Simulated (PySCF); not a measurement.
PySCF input (BP86/6-31G* with LANL2DZ past Ar (5d)):

```python
from pyscf import gto, dft

mol = gto.M(
    atom='''
    C     1.56104100    0.19161500   -1.15341200
    Ge    0.02195900    0.00791000   -0.03296600
    C    -1.74718800    0.34137200   -0.74436800
    F     0.07089600   -1.60504100    0.63032700
    F     0.21947300    1.03121400    1.37068600
    H     2.38829400   -0.50212800   -1.07942300
    H     1.66026900    1.00070300   -1.86559900
    H    -1.80895000    1.36252600   -1.11908900
    H    -1.96076700   -0.35414300   -1.55469900
    H    -2.47797900    0.20644700    0.05128200
    ''',
    basis={'default': '6-31g*', 'Ge': 'lanl2dz'},
    ecp={'Ge': 'lanl2dz'},
    charge=0,
    spin=1,
    verbose=4,
)

mf = dft.UKS(mol, xc='bp86')
mf.grids.level = 3
mf.conv_tol = 1e-9
mf.max_cycle = 100
mf.max_memory = 1500
mf.kernel()
if not mf.converged:
    mf = mf.newton()
    mf.kernel(mf.make_rdm1())
mo, _, stable, _ = mf.stability(return_status=True)
if not stable:
    mf.kernel(mf.make_rdm1(mo, mf.mo_occ))
    stable = mf.stability(return_status=True)[2]
mf.dip_moment()
```

From the output:

```
radial grids:
    Treutler-Ahlrichs [JCP 102, 346 (1995); DOI:10.1063/1.469408] (M4) radial grids

becke partition: Becke, JCP 88, 2547 (1988); DOI:10.1063/1.454033
pruning grids: <function nwchem_prune>
grids dens level: 3
symmetrized grids: False
atomic radii adjust function: <function treutler_atomic_radii_adjust>
small_rho_cutoff = 0
Set gradient conv threshold to 3.16228e-05
tot grids = 126440
init E= -270.40872024564
  alpha nocc = 20  HOMO = -0.202306609843586  LUMO = 0.0484355682337902
  beta  nocc = 19  HOMO = -0.278474763949781  LUMO = -0.202306609843589

WARN: HOMO -0.202306609843586 >= LUMO -0.202306609843589

cycle= 1 E= -282.287794326919  delta_E= -11.9  |g|= 0.932  |ddm|= 2.21
  alpha nocc = 20  HOMO = -0.151750003495236  LUMO = 0.018578907802997
  beta  nocc = 19  HOMO = -0.157579636392515  LUMO = -0.113518902182221
  HOMO = -0.151750003495  LUMO = -0.113518902182  gap/eV = 1.04032
cycle= 2 E= -281.341354436647  delta_E= 0.946  |g|=  1.9  |ddm|= 2.51
  alpha nocc = 20  HOMO = -0.190389120849471  LUMO = -0.0103862282732017
  beta  nocc = 19  HOMO = -0.282462192204751  LUMO = -0.121392025976057
  HOMO = -0.190389120849  LUMO = -0.121392025976  gap/eV = 1.87751
cycle= 3 E= -282.643444394721  delta_E= -1.3  |g|= 0.32  |ddm|= 1.88
  alpha nocc = 20  HOMO = -0.237654941019219  LUMO = 0.0145671664784308
  beta  nocc = 19  HOMO = -0.289069064307545  LUMO = -0.157034385570903
  HOMO = -0.237654941019  LUMO = -0.157034385571  gap/eV = 2.19380
cycle= 4 E= -282.695208792278  delta_E= -0.0518  |g|= 0.0914  |ddm|= 0.414
  alpha nocc = 20  HOMO = -0.226418954379611  LUMO = 0.0234249972081553
  beta  nocc = 19  HOMO = -0.277289772168874  LUMO = -0.142098552050019
  HOMO = -0.22641895438  LUMO = -0.14209855205  gap/eV = 2.29448
cycle= 5 E= -282.69894585808  delta_E= -0.00374  |g|= 0.0268  |ddm|= 0.0815
  alpha nocc = 20  HOMO = -0.226647727627618  LUMO = 0.0187745234855727
  beta  nocc = 19  HOMO = -0.281142459047668  LUMO = -0.141629695465763
  HOMO = -0.226647727628  LUMO = -0.141629695466  gap/eV = 2.31346
cycle= 6 E= -282.699256312286  delta_E= -0.00031  |g|= 0.0111  |ddm|= 0.0318
  alpha nocc = 20  HOMO = -0.227689927954987  LUMO = 0.0183251665889671
  beta  nocc = 19  HOMO = -0.281813739267808  LUMO = -0.142253710445409
  HOMO = -0.227689927955  LUMO = -0.142253710445  gap/eV = 2.32484
cycle= 7 E= -282.699299540847  delta_E= -4.32e-05  |g|= 0.00361  |ddm|= 0.0108
  alpha nocc = 20  HOMO = -0.227563672183045  LUMO = 0.0183106642375886
  beta  nocc = 19  HOMO = -0.281654659248716  LUMO = -0.141822474799312
  HOMO = -0.227563672183  LUMO = -0.141822474799  gap/eV = 2.33314
cycle= 8 E= -282.699304297449  delta_E= -4.76e-06  |g|= 0.00141  |ddm|= 0.00395
  alpha nocc = 20  HOMO = -0.227319901079458  LUMO = 0.0183597728322366
  beta  nocc = 19  HOMO = -0.28163953290931  LUMO = -0.141525255424703
  HOMO = -0.227319901079  LUMO = -0.141525255425  gap/eV = 2.33459
cycle= 9 E= -282.699305217841  delta_E= -9.2e-07  |g|= 0.000338  |ddm|= 0.0016
  alpha nocc = 20  HOMO = -0.227416352147582  LUMO = 0.0183577458466132
  beta  nocc = 19  HOMO = -0.281638972542765  LUMO = -0.141565382131454
  HOMO = -0.227416352148  LUMO = -0.141565382131  gap/eV = 2.33612
cycle= 10 E= -282.699305314139  delta_E= -9.63e-08  |g|= 3.96e-05  |ddm|= 0.000456
  alpha nocc = 20  HOMO = -0.227413033389233  LUMO = 0.0183569381319248
  beta  nocc = 19  HOMO = -0.281635020546066  LUMO = -0.141556721560303
  HOMO = -0.227413033389  LUMO = -0.14155672156  gap/eV = 2.33627
cycle= 11 E= -282.699305315339  delta_E= -1.2e-09  |g|= 2.59e-05  |ddm|= 7.63e-05
  alpha nocc = 20  HOMO = -0.22741586986389  LUMO = 0.018357665146854
  beta  nocc = 19  HOMO = -0.281635301810287  LUMO = -0.141556640608062
  HOMO = -0.227415869864  LUMO = -0.141556640608  gap/eV = 2.33635
cycle= 12 E= -282.699305315651  delta_E= -3.12e-10  |g|= 2.89e-06  |ddm|= 2.73e-05
  alpha nocc = 20  HOMO = -0.227414904663522  LUMO = 0.0183574620036423
  beta  nocc = 19  HOMO = -0.281635479850451  LUMO = -0.141556114271186
  HOMO = -0.227414904664  LUMO = -0.141556114271  gap/eV = 2.33634
Extra cycle  E= -282.699305315644  delta_E= 7.22e-12  |g|= 5.62e-06  |ddm|= 8.86e-06
converged SCF energy = -282.699305315644  <S^2> = 0.75327725  2S+1 = 2.0032746
uhf_internal: lowest eigs of H = [0.49721627 0.5043502  0.51335542]
<class 'pyscf.dft.uks.UKS'> wavefunction is stable in the internal stability analysis
Dipole moment(X, Y, Z, Debye): -0.45601,  0.89425, -3.14608
```

The geometry given is a B3LYP-D3(BJ)/def2-TZVP minimum.
